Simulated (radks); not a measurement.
Sn1.75+, 48.25 electrons, occupied as [Kr] 4d10 5p(up 1, down 1) 5s(up 0.25, down 0) (fractional occupations, a model configuration).

Calculated with a radial shooting solver on a logarithmic mesh with Libxc functionals: scalar-relativistic Kohn-Sham, PBE, spin-polarised, spherical densities, point nucleus.

Energy parts (hartree):
part                        energy
total                  -6176.06170
kinetic                 6448.40712
electron-nucleus      -14904.43379
Hartree                 2444.23895
exchange-correlation    -164.27398

Orbitals (lengths in bohr, moments of r in powers of bohr):
orbital  occ.  eigenvalue (hartree)      <r>
1s up       1             -1066.908  0.02905
1s down     1             -1066.907  0.02905
2s up       1             -161.6133   0.1255
2s down     1             -161.6131   0.1255
2p up       3             -145.1440   0.1096
2p down     3             -145.1438   0.1096
3s up       1             -31.71021   0.3393
3s down     1             -31.70986   0.3393
3p up       3             -26.32864   0.3377
3p down     3             -26.32829   0.3377
3d up       5             -18.04556   0.3146
3d down     5             -18.04525   0.3146
4s up       1              -5.56850   0.8184
4s down     1              -5.56772   0.8184
4p up       3              -3.94261   0.8851
4p down     3              -3.94159   0.8849
4d up       5              -1.58960    1.087
4d down     5              -1.58721    1.086
5s up    0.25              -0.93982    2.206
5s down     0              -0.93115    2.208
5p up       1              -0.63177    2.662
5p down     1              -0.62394    2.672

The highest occupied level is 5p down at -16.978 eV. The configuration is held as typed, so some empty levels lie below it. Spin moment in Bohr magnetons: 0.25. The density falls to 0.001 e/bohr^3 at r = 4.15 bohr.
